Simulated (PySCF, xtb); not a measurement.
I4Si. Atoms are numbered in the order given.

```xyz
5

I      1.4149    -1.4149     1.4149
Si     0.0000     0.0000     0.0000
I     -1.4149    -1.4149    -1.4149
I     -1.4149     1.4149     1.4149
I      1.4149     1.4149    -1.4149
```

The structure is a stationary point at r2SCAN-D4/def2-SVP. The isomer is the one that the SMILES or the coordinates give; other isomers of the formula were not compared. The def2 effective core potentials stand for the cores of I; spin–orbit coupling is left out.

Computed with C-PCM-PBE0/def2-SVP (PySCF).

The values are the electrostatic part of the solvation free energy, E(continuum) − E(gas) at the gas-phase geometry, in a cavity of scaled van der Waals radii (PySCF's table); cavitation and dispersion terms are not included. In vacuum the orbital gap is 4.90 eV. The dipole moment in vacuum is 0.00 D.

Computed values in water (ε = 78.36), dimethylsulfoxide (ε = 46.83), chlorobenzene (ε = 5.70):
| solvent | ε | ΔG(elec) (kcal/mol) | dipole (D) | gap (eV) |
|---|---|---|---|---|
| water | 78.36 | -1.7 | 0.00 | 4.97 |
| dimethylsulfoxide | 46.83 | -1.7 | 0.00 | 4.97 |
| chlorobenzene | 5.70 | -1.4 | 0.00 | 4.96 |

For comparison, GFN2-xTB/ALPB(water) (xtb, at the GFN2-xTB geometry, all terms of that model) gives -5.2 kcal/mol.
